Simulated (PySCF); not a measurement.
ClK, SMILES [Cl][K] (connectivity only; charge and spin as stated), charge -1, multiplicity 2. The structure is a stationary point at r2SCAN-D4/def2-TZVPD. The multiplicity is an assumed one; other spin states were not compared.

Method: r2SCAN-D4/def2-TZVPD in PySCF.

Harmonic wavenumbers (cm⁻¹): 210. Rotational constants (GHz): 3.352 (linear); symmetry number 1.

### Question
Work out the zero-point energy and the ideal-gas rigid-rotor harmonic-oscillator thermochemistry at 298.15 K and 1 atm.

### Answer
ZPE = ½ Σ hcν = ½ × 210 cm⁻¹ = 1.26 kJ/mol. H − E(el) = 11.36 kJ/mol. Entropy in J/(mol K): translation 162.52, rotation 70.88, vibration 8.54, spin 5.76, total 247.70. G − E(el) = -62.49 kJ/mol. Cp = 36.74 J/(mol K).
